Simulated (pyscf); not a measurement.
**H₃C–Zr(Cl)(Cl)–Cl, singlet**

Gas-phase minimum from PySCF at ωB97X-D3(BJ)/def2-SVP, one conformer. 

```
Zr
C 1 2.1688
H 2 1.1047 1 110.55
H 2 1.1047 3 108.43 1 -121.27
H 2 1.1047 3 108.42 4 -117.51
Cl 1 2.3296 2 105.04 3 178.51
Cl 1 2.3299 2 105.23 3 -61.67
Cl 1 2.3301 2 105.08 3 58.44
```

Properties at ωB97X-D3(BJ)/def2-SVP:

| Item | Value |
|---|---|
| Harmonic wavenumbers, unscaled | 93, 94, 100, 123, 127, 127, 387, 422, 422, 505, 505, 542, 1192, 1402, 1402, 3036, 3147, 3147 cm⁻¹ |
| Zero-point energy | 24.0 kcal/mol |
| Rotational symmetry number | 3 |
| Entropy of this conformer at 298 K and 1 atm, rigid rotor and harmonic oscillator, modes under 100 cm⁻¹ raised to 100 | 391.5 J/(mol K) |
| Dipole moment | 1.38 D |

Single-point totals, which compare only within one level:

```
level                   total energy (hartree)
----------------------  ----------------------
ωB97X-D3(BJ)/def2-TZVP             -1467.95239
PBE/def2-TZVP                      -1467.26444
r²SCAN/def2-TZVP                   -1467.78676
B3LYP-D3(BJ)/def2-TZVP             -1467.95460
PBE0-D3(BJ)/def2-TZVP              -1467.36382
M06-2X/def2-TZVP                   -1467.71045
ωB97M-D3(BJ)/def2-TZVP             -1467.98953
```

Soft torsions are taken as harmonic, which can shift the entropy by several J/(mol K). Elements past Kr carry the def2 core potentials, without spin-orbit coupling.
